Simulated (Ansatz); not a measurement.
Species: C₅H₅, charge -1, multiplicity 1. It need not be the lowest isomer of its formula. Whether it binds its extra electron was not tested at this geometry. 
Coordinates optimised at B3LYP-D3(BJ)/def2-TZVP (Ansatz, a first-principles code):
```xyz
10

C     -0.9462     0.7363    -0.0617
C      0.4086     1.1152    -0.1755
C      1.1987    -0.0471    -0.0467
C      0.3323    -1.1443     0.1466
C     -0.9934    -0.6601     0.1373
H     -1.8008     1.4013    -0.1175
H      0.7775     2.1223    -0.3340
H      2.2813    -0.0897    -0.0889
H      0.6324    -2.1777     0.2790
H     -1.8904    -1.2562     0.2613
```
Charge -1, spin multiplicity 1.

Total electronic energies in hartree. Correlated levels leave the core frozen unless marked. Spin-orbit coupling is left out. Non-relativistic. CBS marks a two-point X^-3 extrapolation of the correlation energy; Hartree-Fock from the larger set. The bracket is a focal-point correction in the basis named.

| level | program | energy (Eh) |
|---|---|---|
| HF/cc-pwCVTZ | Ansatz | -192.26123 |
| RI-HF/cc-pVQZ | Ansatz | -192.27530 |
| PBE0-D3(BJ)/def2-TZVPD | Ansatz + dftd3 | (withheld) |
| PBE0-D4/def2-TZVP | Ansatz + dftd4 | (withheld) |
| B2PLYP/def2-TZVPD | Ansatz | -193.41542 |
| PBE-QIDH/def2-TZVPD | Ansatz | -193.32220 |
| RPA@PBE/cc-pVTZ | Ansatz | -193.52887 |
| RPA@PBE/cc-pVQZ | Ansatz | (withheld) |
| RI-MP2/CBS(aug-cc-pVTZ,aug-cc-pVQZ)+[CCSD(T)-MP2]/aug-cc-pVTZ | Ansatz | -193.2591 |

**Question.** What belongs in the gaps?

**Answer.** 
- PBE0-D3(BJ)/def2-TZVPD, energy (Eh): -193.36489
- PBE0-D4/def2-TZVP, energy (Eh): -193.36221
- RPA@PBE/cc-pVQZ, energy (Eh): -193.63625
